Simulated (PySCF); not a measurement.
**Diatomics of Cl with group 13**

r²SCAN with triple-zeta basis sets in PySCF, for the lowest determinant that a PBE0 search found; no spin–orbit coupling. De refers to high-spin ground-configuration atoms. A positive dipole means M(−)Cl(+).

```tsv
M	basis	state (unpaired electrons)	Re (Å)	ωe (cm⁻¹)	De (eV)	μ (D)
B	def2-TZVPP	singlet (closed shell)	1.724	827	5.35	1.69
Al	def2-TZVPP	singlet (closed shell)	2.145	477	5.23	-1.34
Ga	def2-TZVPP	singlet (closed shell)	2.208	372	4.95	-2.16
In	def2-TZVPP	singlet (closed shell)	2.412	316	4.67	-3.33
Tl	x2c-TZVPPall	singlet (closed shell)	2.489	288	n/a	-4.27
```

The shortest bond is that of BCl (1.724 Å), the longest that of TlCl (2.489 Å).

The rows differ in basis set, which adds steps of its own.

Relativity is treated differently too: B no relativity; Al no relativity; Ga no relativity; In scalar-relativistic core potentials; Tl spin-free X2C.

De is n/a where a free atom or ion gave no sound limit at this level.

Down a group bonds as a rule get longer and wavenumbers fall, partly through the reduced mass; this series shows no clear exception.

Spin–orbit coupling is left out, which matters for elements this heavy, above all for dissociation energies.
